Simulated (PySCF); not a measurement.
Job for PySCF: R-HF/3-21G on CH9NOSn (a complex).

```python
from pyscf import gto, scf, dft, mp
from pyscf.data.elements import chemcore

mol = gto.M(
    atom='''
    C    -2.39904962    0.93890578    1.31315653
    O    -1.37291413    0.01228571    1.60067689
    Sn    0.54451024    0.55248075    1.33345382
    H    -3.35934857    0.45427727    1.51037498
    H    -2.34093563    1.83846115    1.93861920
    H    -2.39360849    1.26149960    0.26456947
    H     0.30415776    2.16826540    0.74633839
    H     1.28824544   -0.35540104    0.09287355
    H     1.38798659    0.64904107    2.81542265
    N     0.26945656   -2.07551436    2.30910909
    H     0.54888071   -2.29785105    3.25683657
    H    -0.73436732   -1.92011342    2.28906087
    H     0.49178328   -2.86638820    1.71683802
    ''',
    basis='3-21g',
    charge=0, spin=0, verbose=3, max_memory=1800)
mf = scf.RHF(mol)
mf.conv_tol = 1e-8
mf.max_cycle = 100
mf.kernel()
if not mf.converged:
    mf = mf.newton().run(mf.mo_coeff, mf.mo_occ)
```

Output:

```
converged SCF energy = -6167.72890486177
```

The run converged.

Cost: roughly 2.1 core-seconds.
